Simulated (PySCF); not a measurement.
C₂H₆B, charge +1, multiplicity 1.

```xyz
9

C      0.0000     0.0000     1.4698
B      0.0000     0.0000     0.0000
C      0.0000     0.0000    -1.4698
H     -0.8909    -0.5144     1.8568
H      0.8909    -0.5144     1.8568
H      0.0000     1.0288     1.8568
H     -0.8909     0.5144    -1.8568
H      0.0000    -1.0288    -1.8568
H      0.8909     0.5144    -1.8568
```
Charge +1, spin multiplicity 1.

Geometry optimised at r2SCAN-D4/def2-TZVP. The multiplicity is an assumed one; other spin states were not compared. The isomer is the one that the SMILES or the coordinates give; other isomers of the formula were not compared.

Level of theory: KT2/pcSseg-1 (PySCF). Non-relativistic, no solvent.

Q: Give the absolute GIAO shielding of each atom: isotropic value and principal components (ppm). (The exact figures need the calculation; the answer reports its results.)

A: 
| atom | σ(iso) | σ11 | σ22 | σ33 | span |
|---|---|---|---|---|---|
| C1 | 177.9 | 159.6 | 159.6 | 214.4 | 54.8 |
| B2 | 4.0 | -92.8 | -92.8 | 197.7 | 290.5 |
| C3 | 177.9 | 159.6 | 159.6 | 214.4 | 54.8 |
| H4 | 28.7 | 25.3 | 25.8 | 34.9 | 9.7 |
| H5 | 28.7 | 25.3 | 25.8 | 34.9 | 9.7 |
| H6 | 28.7 | 25.3 | 25.8 | 34.9 | 9.7 |
| H7 | 28.7 | 25.3 | 25.8 | 34.9 | 9.7 |
| H8 | 28.7 | 25.3 | 25.8 | 34.9 | 9.7 |
| H9 | 28.7 | 25.3 | 25.8 | 34.9 | 9.7 |
